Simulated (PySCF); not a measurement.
Geometry (Å), atoms numbered from 1 in this order:
```xyz
19

C     2.1848    0.9875    0.3285
O     0.9928    0.6394    0.9841
C     0.0297   -0.0875    0.2673
C     0.5124   -1.5262    0.0917
F     1.5276   -1.5930   -0.8016
F    -0.4834   -2.3103   -0.3863
C    -0.4228    0.5185   -1.0938
Si   -2.2188    0.1614   -0.5910
C    -1.3046   -0.0790    1.0547
H     2.6687    1.7607    0.9414
H     1.9974    1.4055   -0.6762
H     2.8781    0.1369    0.2200
H     0.8642   -1.9384    1.0535
H    -0.2533    1.6066   -1.0762
H     0.0458    0.0967   -1.9924
H    -3.1677    1.3138   -0.6673
H    -2.8679   -1.0386   -1.1881
H    -1.4822   -0.9417    1.7117
H    -1.3267    0.8390    1.6606
```

Geometry: PBE0-D3(BJ)/def2-SVP; GIAO absolute shieldings from PySCF, gas phase, non-relativistic, averaged over equivalent atoms.

At wB97X-D/pcSseg-1 (210 basis functions, 49 s wall time on 1 thread of an Arm Neoverse V1, shared host):
```
      atoms  σ (ppm)
         C4     61.6
         C3    104.8
         C1    131.9
      C7/C9    168.7
         O2    276.2
      F5/F6    315.5
        Si8    399.2
        H13    25.90
        H16    26.89
        H17    26.97
H10/H11/H12    28.16
    H15/H18    29.84
    H14/H19    30.05
```

Question: What do these become at PBE0/pcSseg-1?

Answer: 
```tsv
atoms	σ at PBE0/pcSseg-1	change
C4	61.6	+0.0
C3	104.2	-0.6
C1	132.3	+0.4
C7/C9	168.7	+0.0
O2	270.8	-5.4
F5/F6	310.9	-4.6
Si8	400.1	+0.9
H13	25.78	-0.12
H16	26.71	-0.18
H17	26.82	-0.15
H10/H11/H12	28.04	-0.12
H15/H18	29.69	-0.15
H14/H19	29.89	-0.16
```

The largest change is at O2 (ether oxygen). Cost: 210 basis functions, 39 s wall time on 1 thread of an Arm Neoverse V1, shared host. The order of the carbon signals is the same at both levels.

The carbons averaged at δ 15.9 differ by 10 ppm in this conformer.
